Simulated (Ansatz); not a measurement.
CH4AlFOS, singlet, geometry from GFN2-xTB (such geometries of metal compounds can be far from the true shape); B3LYP/def2-TZVP (Ansatz, a quantum-chemistry and plane-wave program).

Input for Ansatz:
Ansatz 0.2 input:
```yaml
crystal:
  periodic: [false, false, false]
  atoms:
    - {symbol: Al, position_ang: [-0.02416367, 0.72131613, 0.43457318]}
    - {symbol: F, position_ang: [0.55291913, 2.26748948, 0.37072105]}
    - {symbol: O, position_ang: [-0.98356104, 0.18006573, 1.65084786]}
    - {symbol: H, position_ang: [-1.51096089, 0.08576602, 2.43018547]}
    - {symbol: S, position_ang: [0.51726961, -0.66082103, -1.17535882]}
    - {symbol: C, position_ang: [-0.34266877, -2.20455495, -0.67448126]}
    - {symbol: H, position_ang: [-0.87054676, -2.05999989, 0.26111045]}
    - {symbol: H, position_ang: [0.40700247, -2.98195662, -0.56787558]}
    - {symbol: H, position_ang: [-1.03945201, -2.46838426, -1.46351523]}
basis:
  gaussian:
    orbitals: def2-TZVP
hamiltonian:
  xc: b3lyp
```

The log (banner, timings and long lists left out):

```
Functional definition: B3LYP
1193 factors; their error is unknown
mean field evaluation 1: about -23295.1639 eV, gradient 8.5e1 eV
mean field evaluation 2: about -23269.6785 eV, gradient 1.4e2 eV
mean field evaluation 4: about -23307.3782 eV, gradient 8.2e0 eV
mean field evaluation 8: about -23307.5129 eV, gradient 2.3e-1 eV
mean field evaluation 16: about -23307.5451 eV, gradient 1.1e-4 eV
mean field -23307.54511967 eV, -856.5364847264 hartree, gradient 2.9e-5 eV, S^2 0.000000; 0 other end points of the search recorded, 0 dependent functions left out
reference -23307.54538739 eV, -856.5364945648 hartree; 28, 28 occupied and 163, 163 virtual orbitals, 1193 factors
Total energy: -23307.54538739 eV, -856.5364945648 hartree
```
